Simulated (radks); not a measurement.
Charge is removed step by step from the 2p3/2 level of Tm, starting from [He] 2s2 2p(1/2: 2, 3/2: 4) 3s2 3p6 3d10 4s2 4p6 4d10 4f13 5s2 5p6 6s2. Calculated with a radial shooting solver on a logarithmic mesh with Libxc functionals: Dirac Kohn-Sham, PBEsol, spin-unpolarised, spherical densities, point nucleus; open shells fill j = l - 1/2 first.

removed (e)  E - E(0) (eV)  eigenvalue (eV)  E minus straight line (eV)
0                    0.000          -8534.5                       0.000
0.1                 854.43          -8554.2                      -8.957
0.2                 1710.8          -8574.0                     -15.941
0.3                 2569.2          -8593.8                     -20.944
0.4                 3429.6          -8613.7                     -23.960
0.5                 4292.0          -8633.7                     -24.983
0.6                 5156.3          -8653.7                     -24.007
0.7                 6022.7          -8673.8                     -21.026
0.8                 6891.1          -8693.9                     -16.034
0.9                 7761.5          -8714.1                      -9.027
1                   8633.9          -8734.3                       0.000

Removing the whole electron costs 8633.9 eV by Delta-SCF, against 8534.5 eV from minus the eigenvalue at the starting occupation. Slater's transition state (half an electron removed) gives 8633.7 eV. Integrating minus the eigenvalue over the occupation (Janak's theorem) gives 8633.9 eV. The mean slope of the eigenvalue, de/dn, is 200 eV per electron.
